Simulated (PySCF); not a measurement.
C₆H₈FN.
Bonds: C1–C2, C2–C3, C3–C4 (double), C4–F5, C4–N6, N6–C7 (double), C7–C8, C3–C8. Hydrogens: H9, H10, H11 on C1; H12, H13 on C2; H14 on C7; H15, H16 on C8.

Computed geometry: GFN2-xTB, gas phase.

Question: Give the optimised bond lengths and angles.

Answer: 
```tsv
bond	length (Å)
C1–C2	1.530
C2–C3	1.488
C3=C4	1.346
C4–F5	1.334
C4–N6	1.386
N6=C7	1.278
C7–C8	1.497
C3–C8	1.499
C1–H9, C1–H10, C1–H11	1.087
C2–H12, C2–H13	1.093
C7–H14	1.075
C8–H15, C8–H16	1.091
```

Bonds in one row agree within 0.01 Å and their mean is given. A selection of angles:
```tsv
angle	degrees
C2–C1–H9	110.3
C2–C1–H10	110.8
H9–C1–H10	108.7
H9–C1–H11	108.4
C1–C2–C3	111.9
C1–C2–H12	109.0
C3–C2–H12	109.5
H12–C2–H13	108.0
C2–C3–C4	128.9
C2–C3–C8	125.9
C4–C3–C8	105.2
C3–C4–F5	126.9
C3–C4–N6	114.5
F5–C4–N6	118.6
C4–N6–C7	106.5
N6–C7–C8	113.2
N6–C7–H14	121.6
C8–C7–H14	125.2
C7–C8–H15	112.0
C3–C8–C7	100.7
C3–C8–H15	113.1
H15–C8–H16	107.5
```

Torsions: C1–C2–C3–C4 121° (anticlinal); C2–C3–C4–F5 1° (synperiplanar); C3–C4–N6–C7 0° (synperiplanar); C4–N6–C7–C8 0° (synperiplanar); N6–C7–C8–C3 0° (synperiplanar); C2–C3–C8–C7 180° (antiperiplanar). The mirror-image conformer, all signs reversed, is as good.

Of the pairs four or more bonds apart, F5···H13 is among the closest relative to their van der Waals radii: 2.69 Å, 101 % of the sum of Bondi's values. The 5 C–C bonds span 1.346 Å (C3=C4, drawn double) to 1.530 Å (C1–C2, drawn single), a spread of 0.184 Å. The C–N distances run from 1.278 Å (N6=C7, drawn double) to 1.386 Å (C4–N6, drawn single), a spread of 0.108 Å. The 5-membered ring C3–C4–N6–C7–C8 has internal angles of 100.7° to 114.5° (sum 540°, against 540° for a flat polygon); it is planar, 0.00 Å rms from its mean plane, widest ring torsion 0°. N6 (imine nitrogen) is bent (angle 106.5°).

Point group: C1 (no symmetry element, even within 0.4 Å). Not checked by GFN2-xTB frequencies. One conformer, not necessarily the lowest.
